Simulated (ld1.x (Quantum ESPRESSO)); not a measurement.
# Before and after: PAW potential for Sb (Z = 51)

antimony (Sb), PAW, made with ld1.x (Quantum ESPRESSO) 7.5 (LDA (PZ), scalar-relativistic). Core [Kr], reference 4d10 5s2 5p3. Waves: 5s (bound): rcut 1.85, rcutus 2.10 bohr; 5s channel at 0.6 Ry: rcut 1.85, rcutus 2.10 bohr; 5p (bound): rcut 2.25, rcutus 2.40 bohr; 5p channel at 0.6 Ry: rcut 2.25, rcutus 2.40 bohr; 4d (bound): rcut 1.25, rcutus 1.65 bohr; 4d channel at -1.55 Ry: rcut 1.25, rcutus 1.65 bohr. Local part: all-electron potential smoothed inside 1.55 bohr (lloc = -1). Core correction: a·sin(br)/r model core inside 1.60 bohr. Augmentation charge: BESSEL, radius 1.05 bohr.

All-electron outer shells of the reference configuration (LDA (PZ), scalar-relativistic, ld1.x):

```csv
shell,level (eV),outermost node (bohr),outermost maximum (bohr)
4s,-148.49,0.39,0.73
4p,-101.60,0.39,0.76
4d,-33.55,0.38,0.84
5s,-13.09,0.95,1.88
5p,-5.00,1.04,2.32
```

Change: all radii but the core radius scaled by about 0.85 (s 1.78, p 2.02, d 1.40 bohr, rcut 1.56/1.90/1.06); local potential all-electron potential smoothed inside 1.32 bohr (lloc = -1); augmentation BESSEL, radius 0.88 bohr.

Cutoffs: the cutoffs (Ry, on a coarse ladder) from which the occupation-weighted sum of valence levels, in a spherical-Bessel basis at the reference potential, stays within 10 and 1 mRy of its value at 400 Ry; they do not see the model core or the augmentation charge, which bear on the density cutoff. Errors are all-electron minus pseudo energies relative to the spin-unpolarised reference configuration.

Problem. What does the change do?

Solution. The potential gets harder (50 Ry and 90 Ry → 80 Ry and 140 Ry); the bound ghosts move from s to p, s; of the 9 tests that both files solve, the error grows in 0 and shrinks in 5 by more than 15 % and 0.3 meV (median size 4.4 → 3.7 meV). A smaller radius makes the pseudo-wave follow the all-electron one further in, where it bends more sharply, so more plane waves are needed. Less of the atom is replaced, so other configurations are described better.

| quantity | base | changed |
| --- | --- | --- |
| cutoff, loose | 50 Ry | 80 Ry |
| cutoff, tight | 90 Ry | 140 Ry |
| loose cutoff by channel (10 mRy a level) | s 6 Ry, p 6 Ry, d 35 Ry | s 12 Ry, p 6 Ry, d 50 Ry |
| bound ghosts | s | s, p |
| error for 4d10 5s2 5p2, meV [ΔE 8.52 eV] | -2.2 | -2.3 |
| error for 4d10 5s2 5p1, meV [ΔE 24.77 eV] | -7.1 | -7.2 |
| error for 4d10 5s2 5p0, meV [ΔE 49.56 eV] | -19 | -16 |
| error for 4d10 5s1 5p3, meV [ΔE 17.34 eV] | -4.4 | -3.7 |
| error for 4d10 5s1 5p0, meV [ΔE 94.38 eV] | -54 | -40 |
| error for 4d9 5s2 5p4, meV [ΔE 31.00 eV] | -112 | -115 |
| error for 4d10 5s1 5p4, meV [ΔE 8.21 eV] | -1.4 | -1.0 |
| error for 4d10 5s2 5p3 (spin-polarised), meV [ΔE -1.09 eV] | -1.6 | +1.5 |
| error for 4d10 5s2 5p2 (spin-polarised), meV [ΔE 7.93 eV] | -3.5 | -1.3 |
| lowest overlap eigenvalue by channel | s 0.31, p 0.45, d 0.85 | s 0.52, p 0.52, d 0.94 |

 A true bound ghost makes a file unfit for plane-wave use even where its test errors are small: the radial tests pick states by their node count and pass the ghost by.
